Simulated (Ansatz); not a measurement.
Relaxation of AlF₂HSe (5 atoms, charge 0, multiplicity 1), to a largest force component of 0.02 eV/Å in at most 50 steps.

The calculation used RHF/def2-SVP in Ansatz 0.2.0.

```xyz
5
Properties=species:S:1:pos:R:3:forces:R:3
F 1.050 0.108 1.943 -1.45 -1.39 -3.49
Al 0.318 -0.461 0.379 5.02 -2.69 -0.41
F 1.111 -1.798 -0.511 -1.55 2.79 2.11
Se -1.599 0.535 -0.532 1.53 -0.66 1.31
H -0.924 0.312 0.857 -3.55 1.95 0.48
```

Task: Where does it end, and by what steps?

Result: The forces met the threshold. After 10 steps the energy has fallen by 2.497 eV; H5 moved furthest, 1.01 Å. Parted: Al2–H5.

```tsv
step	energy less start (eV)	largest force component (eV/Å)	accepted
0	0.0000	5.018	yes
1	-1.2597	3.265	yes
2	-1.9298	1.098	yes
3	-2.2106	0.604	yes
4	-2.3726	0.296	yes
5	-2.4349	0.746	yes
6	-2.4799	0.184	yes
7	-2.4543	0.464	no
8	-2.4959	0.060	yes
9	-2.4967	0.075	yes
10	-2.4973	0.002	yes
```

```xyz
5
Properties=species:S:1:pos:R:3
F 1.210 -0.204 1.788
Al 0.535 -0.633 0.357
F 1.345 -1.685 -0.602
Se -1.489 0.205 -0.305
H -1.645 1.012 0.898
```

Whether the end is a true minimum wasn't checked by a vibrational analysis.

The run took 9.1 s on 1 CPU thread of a shared host.
